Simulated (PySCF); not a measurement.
Species: C4H2F3N3.
SMILES: `C(F)(c1nnncc1)(F)F`

Torsions of this conformer, `[F:1][C:2]([F:3])([F:4])[c:5]1[cH:6][cH:7][n:8][n:9][n:10]1`: F1–C2–C5–C6 -119°.

The closed-shell ground state was solved at several levels (PySCF, density fitting, gas phase, non-relativistic). Isolated species at its PBE0-D3(BJ)/def2-SVP geometry, gas phase.

```csv
level,basis functions,HOMO (eV),LUMO (eV),gap (eV),dipole (D)
PBE0/pcSseg-1,180,-7.98,-2.60,5.38,4.53
CAM-B3LYP/def2-SVPD,225,-9.37,-1.50,7.87,4.54
B3LYP/pcJ-1,290,-7.65,-2.78,4.87,4.51
```

Task: Estimate the row for B3LYP/pcSseg-1, a basis of 180 functions; the other rows only guide the guess.

Result: HOMO -7.67 eV, LUMO -2.79 eV, gap 4.88 eV, dipole 4.49 D.

Task: How far do the dipole and the HOMO energy spread over the levels?

Result: The dipole runs from 4.49 to 4.54 D (mean 4.52 D) and the HOMO from -9.37 to -7.65 eV.
